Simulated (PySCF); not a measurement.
In(Br)2(NH2) (Br2H2InN), SMILES [NH2][In]([Br])[Br].

Geometry: PBE0-D3(BJ)/def2-SVP. The structure was generated by enumeration; whether it is a known compound was not checked. The def2 effective core potentials stand for the cores of In; spin–orbit coupling is left out. One conformer was computed; it need not be the lowest.

Level of theory: TDA-PBE/def2-SVPD in PySCF.

Vertical excitations. Gas-phase values at a fixed geometry. State labels are in the subgroup Cs.

```csv
state,symmetry,energy (eV),λ (nm),f,main pairs
S1,A',3.75,331,0.022,HOMO→LUMO 92 %
S2,A",4.12,301,0.022,HOMO−1→LUMO 96 %
S3,A",4.18,297,0.001,HOMO−2→LUMO 97 %
S4,A',4.26,291,0.017,HOMO−3→LUMO 97 %
S5,A',4.61,269,0.027,HOMO−4→LUMO 96 %
S6,A',5.16,240,0.038,"HOMO→LUMO+1 63 %, HOMO−3→LUMO+1 22 %"
S7,A",5.18,239,0.000,HOMO−1→LUMO+1 100 %
S8,A",5.38,230,0.000,"HOMO−2→LUMO+1 76 %, HOMO−5→LUMO 23 %"
S9,A',5.42,229,0.029,"HOMO−3→LUMO+1 76 %, HOMO→LUMO+1 14 %"
S10,A',5.99,207,0.006,HOMO−4→LUMO+1 88 %
T1,A',3.20,387,0,HOMO→LUMO 99 %
T2,A",3.79,327,0,HOMO−1→LUMO 100 %
T3,A",3.92,317,0,HOMO−2→LUMO 100 %
T4,A',3.96,313,0,HOMO−3→LUMO 100 %
```
Triplets are in the Tamm–Dancoff approximation.
